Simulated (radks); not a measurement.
The numbers below are computed, except where a source is named.
The tellurium anion Te2-, [Xe], held by a Watson sphere: a shell of charge +2 at radius R that stands for the Madelung well of a crystal (potential energy -2/R inside, -2/r outside, in hartree with lengths in bohr). Code: a radial shooting solver on a logarithmic mesh with Libxc functionals. Model: scalar-relativistic Kohn-Sham, LDA (Slater exchange, VWN5 correlation), spin-unpolarised, spherical densities, point nucleus. Response by self-consistent Sternheimer equations with the Hartree and adiabatic LDA kernel, the relativistic mass of each level held fixed and spin-orbit coupling left out. The sphere does not respond.

| R (bohr) | e(4d) (eV) | e(5s) (eV) | e(5p) (eV) | <r> 5p (bohr) | sum of <r^2> (bohr^2) | X-ray form factor at sin(theta)/lambda = 0.2 1/angstrom | alpha (bohr^3) |
|---|---|---|---|---|---|---|---|
| 3.14 | -39.935 | -15.009 | -6.497 | 2.789 | 83.76 | 41.552 | 57.61 |
| 3.34 | -39.701 | -14.635 | -6.201 | 2.836 | 85.87 | 41.533 | 63.32 |
| 3.91 | -39.110 | -13.709 | -5.389 | 2.960 | 91.61 | 41.513 | 82.63 |
| 4.67 | -38.411 | -12.729 | -4.428 | 3.098 | 98.69 | 41.527 | 116.1 |
| 4.84 | -38.267 | -12.541 | -4.235 | 3.126 | 100.2 | 41.532 | 125.0 |
| 5.58 | -37.689 | -11.831 | -3.486 | 3.233 | 106.5 | 41.551 | 170.9 |
